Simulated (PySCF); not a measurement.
Cl, doublet; PBE/def2-SVP run with PySCF.

Input for PySCF:
```python
from pyscf import gto, scf, dft

mol = gto.Mole()
mol.atom = '''
    Cl    0.000000    0.000000    0.000000
'''
mol.basis = 'def2-svp'
mol.charge = 0
mol.spin = 1
mol.verbose = 4
mol.build()

mf = dft.UKS(mol)
mf.xc = 'pbe'
mf.conv_tol_grad = 1e-3
mf.kernel()
mf.analyze()
```

What the program printed (banner, timings and long lists left out):

```
PySCF version 2.14.0

[INPUT] verbose = 4
[INPUT] num. atoms = 1
[INPUT] num. electrons = 17
[INPUT] charge = 0
[INPUT] spin (= nelec alpha-beta = 2S) = 1
[INPUT] symmetry False subgroup None
[INPUT] Mole.unit = angstrom
[INPUT] Symbol           X                Y                Z      unit          X                Y                Z       unit  Magmom
[...]
nuclear repulsion = 0
number of shells = 8
number of NR pGTOs = 36
number of NR cGTOs = 18
basis = def2-svp
ecp = {}

******** <class 'pyscf.dft.uks.UKS'> ********
method = UKS
initial guess = minao
damping factor = 0
level_shift factor = 0
DIIS = <class 'pyscf.scf.diis.CDIIS'>
diis_start_cycle = 1
diis_space = 8
diis_damp = 0
SCF conv_tol = 1e-09
SCF conv_tol_grad = 0.001
SCF max_cycles = 50
direct_scf = True
direct_scf_tol = 1e-13
number electrons alpha = 9  beta = 8
XC library pyscf.dft.libxc version 7.1.2
    S. Lehtola, C. Steigemann, M. J. T. Oliveira, and M. A. L. Marques,  SoftwareX 7, 1–5 (2018)
XC functionals = pbe
    J. P. Perdew, K. Burke, and M. Ernzerhof,  Phys. Rev. Lett. 77, 3865 (1996)
    J. P. Perdew, K. Burke, and M. Ernzerhof,  Phys. Rev. Lett. 78, 1396 (1997)
    J. P. Perdew, K. Burke, and M. Ernzerhof,  Phys. Rev. Lett. 77, 3865 (1996)
    J. P. Perdew, K. Burke, and M. Ernzerhof,  Phys. Rev. Lett. 78, 1396 (1997)
radial grids:
    Treutler-Ahlrichs [JCP 102, 346 (1995); DOI:10.1063/1.469408] (M4) radial grids

becke partition: Becke, JCP 88, 2547 (1988); DOI:10.1063/1.454033
pruning grids: <function nwchem_prune>
grids dens level: 3
symmetrized grids: False
atomic radii adjust function: <function treutler_atomic_radii_adjust>
small_rho_cutoff = 0
tot grids = 18880
init E= -459.744964121288

cycle= 1 E= -459.794450885506  delta_E= -0.0495  |g|= 0.0626  |ddm|= 0.696
cycle= 2 E= -459.796667338226  delta_E= -0.00222  |g|= 0.027  |ddm|= 0.111
cycle= 3 E= -459.796997005752  delta_E= -0.00033  |g|= 0.00704  |ddm|= 0.0478
cycle= 4 E= -459.797019426651  delta_E= -2.24e-05  |g|= 0.000205  |ddm|= 0.0101
cycle= 5 E= -459.79701945677  delta_E= -3.01e-08  |g|= 5.17e-06  |ddm|= 0.00031
cycle= 6 E= -459.797019456797  delta_E= -2.76e-11  |g|= 3.51e-07  |ddm|= 1.43e-05
Extra cycle  E= -459.797019456797  delta_E= 1.71e-13  |g|= 1.6e-07  |ddm|= 8.87e-07
converged SCF energy = -459.797019456797  <S^2> = 0.75159113  2S+1 = 2.0015905
**** SCF Summaries ****
Total Energy =                        -459.797019456797329
Nuclear Repulsion Energy =               0.000000000000000
One-electron Energy =                 -634.928437014122551
Two-electron Energy =                  175.131417557325221
Two-electron Coulomb Energy =          203.144646095810401
DFT Exchange-Correlation Energy =      -28.013228538485180
**** MO energy ****
                             alpha | beta                alpha | beta
[...]
To work with the spin densities directly, `use mulliken_meta_spin()` only printing them here.

 ** Mulliken spin pop alpha/beta on meta-lowdin orthogonal AOs **
 ** Mulliken Spin Density (per AO)  **
spin_pop of  0 Cl 1s       -0.00000
spin_pop of  0 Cl 2s       -0.00001
spin_pop of  0 Cl 3s       -0.00114
spin_pop of  0 Cl 4s        0.00004
spin_pop of  0 Cl 2px       0.00000
spin_pop of  0 Cl 2py       0.00005
spin_pop of  0 Cl 2pz       0.00000
spin_pop of  0 Cl 3px       0.03053
spin_pop of  0 Cl 3py       0.94851
spin_pop of  0 Cl 3pz       0.02003
spin_pop of  0 Cl 4px       0.00010
spin_pop of  0 Cl 4py       0.00069
spin_pop of  0 Cl 4pz       0.00009
spin_pop of  0 Cl 3dxy      0.00010
spin_pop of  0 Cl 3dyz      0.00006
spin_pop of  0 Cl 3dz^2     0.00024
spin_pop of  0 Cl 3dxz      0.00000
spin_pop of  0 Cl 3dx2-y2    0.00070
 ** Mulliken Spin Density (per atom)  **
spin density of  0 Cl =      1.00000
 ** Mulliken pop alpha/beta on meta-lowdin orthogonal AOs **
 ** Mulliken pop       alpha | beta **
[...]
In total             9.00000 | 8.00000
 ** Mulliken atomic charges   ( Nelec_alpha | Nelec_beta ) **
charge of  0Cl =      0.00000  (     9.00000      8.00000 )
Dipole moment(X, Y, Z, Debye):  0.00000, -0.00000, -0.00000
```
